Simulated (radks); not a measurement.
Ionisation ladder of promethium, from Pm44+ to Pm60+. Each ion is in the ground configuration listed by NIST, and IE = E(next ion) - E(this ion), with E = 0 for the bare nucleus. All-electron calculation, non-relativistic Kohn-Sham, PBE, spin-polarised, spherical densities, point nucleus; open shells are filled with parallel spins first (spin-orbit coupling, left out, can overturn this in heavy ions); relativity is left out, which matters for an element this heavy. Program: a radial shooting solver on a logarithmic mesh with Libxc functionals.

species  configuration  E (hartree)  IE, Delta-SCF (eV)  -e(HOMO) (eV)     HOMO  <r> HOMO (bohr)  IE, NIST (eV)    kind  error (eV)
Pm44+     [Ne] 3s2 3p5   -7927.2111              3582.5         3536.8  3p down            0.239           3613  theory       -30.5
Pm45+     [Ne] 3s2 3p4   -7795.5569              3672.8         3627.9  3p down            0.238           3718  theory       -45.2
Pm46+     [Ne] 3s2 3p3   -7660.5850              3792.7         3745.4    3p up            0.236           3816  theory       -23.3
Pm47+     [Ne] 3s2 3p2   -7521.2046              3886.9         3839.9    3p up            0.235           4056  theory      -169.1
Pm48+     [Ne] 3s2 3p1   -7378.3652              3979.6         3933.5    3p up            0.234           4166  theory      -186.4
Pm49+         [Ne] 3s2   -7232.1184              4171.1         4129.9       3s            0.246           4371  theory      -199.9
Pm50+         [Ne] 3s1   -7078.8335              4269.6         4228.1    3s up            0.245           4476  theory      -206.4
Pm51+             [Ne]   -6921.9295             10057.6         9931.1       2p           0.0882          10115  theory       -57.4
Pm52+     [He] 2s2 2p5   -6552.3196             10309.4        10183.9  2p down           0.0877          10378  theory       -68.6
Pm53+     [He] 2s2 2p4   -6173.4566             10556.9        10434.2  2p down           0.0871          10671  theory      -114.1
Pm54+     [He] 2s2 2p3   -5785.4962             10894.2        10763.4    2p up           0.0863          10942  theory       -47.8
Pm55+     [He] 2s2 2p2   -5385.1401             11154.5        11024.8    2p up           0.0858          11819  theory      -664.5
Pm56+     [He] 2s2 2p1   -4975.2186             11410.2        11283.5    2p up           0.0852          12136  theory      -725.8
Pm57+         [He] 2s2   -4555.9001             11765.2        11671.2       2s            0.101          12532  theory      -766.8
Pm58+         [He] 2s1   -4123.5366             12008.1        11913.6    2s up            0.100        12797.3  theory      -789.2
Pm59+             [He]   -3682.2483               49583          49207       1s           0.0248        52144.3  theory     -2561.3
Pm60+              1s1   -1860.1067               50616          50237    1s up           0.0246        53346.3  theory     -2730.2

Reference values: NIST Atomic Spectra Database (exp. = measured, semi-emp. = semi-empirical, theory = theoretical value adopted there). The ionisation energy per charge of the ion left behind rises most, in proportion, at Pm59+ ([He]), from 203.53 to 826.38 eV. Relativity is left out here, which matters for elements this heavy. Open shells are spherical and high-spin; term and fine-structure splittings are not resolved.
